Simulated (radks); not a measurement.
The numbers below are computed, except where a source is named.
Spherical jellium clusters: N electrons in a uniform positive sphere of charge N and radius rs N^(1/3), rs = 2.49 bohr. Level of theory: non-relativistic Kohn-Sham, LDA (Slater exchange, Perdew-Wang correlation), spin-polarised, spherical densities (a radial shooting solver with Libxc functionals). Levels are named by radial order and angular momentum (1s, 1p, 1d, 2s, ...), and open shells are averaged over m.

N = 13, configuration 1s2 1p6 1d(up 5, down 0). This is the lowest configuration that the search found. Occupied and some empty levels:

level    occupation  eigenvalue (eV)  <r> (bohr)
1s up             1          -9.0828       3.713
1s down           1          -8.4563       3.565
1p up             3          -6.5319       4.617
1p down           3          -5.7038       4.583
1d up             5          -3.6280       5.456
2s up             0          -3.0063       5.414
1d down           0          -2.7750       5.570
2s down           0          -2.5157       5.633
2p up             0         -0.82085       8.306
1f up             0         -0.70284       6.757
2p down           0         -0.51198       9.219
1f down           0        -0.035757       7.673

Energy (eV): total -13.0177, kinetic 52.353, external -900.90, Hartree 432.66, exchange-correlation -68.406, background 471.28.
